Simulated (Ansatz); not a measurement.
The same path of AlFH4OSi (8 atoms, charge 0, multiplicity 1) was run twice with different band settings. Lost on the way: Al1–H2, Al1–F3. Made: H2–F3.

Method: RKS B3LYP-D4/6-31G* (Ansatz).

Relaxed end points:

```xyz
8
Properties=species:S:1:pos:R:3
Al 0.325 -0.058 0.309
H 0.781 0.135 1.796
F 1.354 0.383 -0.907
O -1.188 -0.702 -0.076
Si -2.575 -1.291 -0.736
H -3.005 -2.513 -0.005
H -3.656 -0.272 -0.642
H -2.378 -1.642 -2.169
```

```xyz
8
Properties=species:S:1:pos:R:3
Al -0.550 0.995 0.712
H 1.971 -0.263 0.559
F 1.214 -0.687 0.196
O -1.710 -0.046 -0.031
Si -2.599 -1.207 -0.783
H -2.538 -2.497 -0.039
H -4.030 -0.800 -0.879
H -2.100 -1.456 -2.166
```

Common settings: spring 5.0 eV/Å²; optimiser quadratic models (default); start path through a guess of the saddle point; force threshold 0.05 eV/Å; iteration limit 60; end points relaxed.

| run | movable images | climbing image |
| --- | --- | --- |
| 1 | 5 | yes |
| 2 | 1 | no |

(1) What does each run give, and how far can it be trusted?

Answers

(1) Run 1: converged after 19 iterations, highest image 3.196 eV above the first end. Neighbouring images differ by up to 2.6 eV, so the band resolves the path poorly. A vibrational analysis at the climbing image gives one clearly imaginary mode, 1232i cm⁻¹, and a faint second one (13i cm⁻¹) that may be numerical noise or a soft torsion: probably a first-order saddle point.
Run 2: converged after 19 iterations, highest image 2.513 eV above the first end. The highest image is an end point: on this band no image between the ends rises above it. So few images can step over the top or miss a turn of the path.
The orbitals stay closed-shell, which can raise the energy where a bond breaks towards radicals; this wasn't checked here.
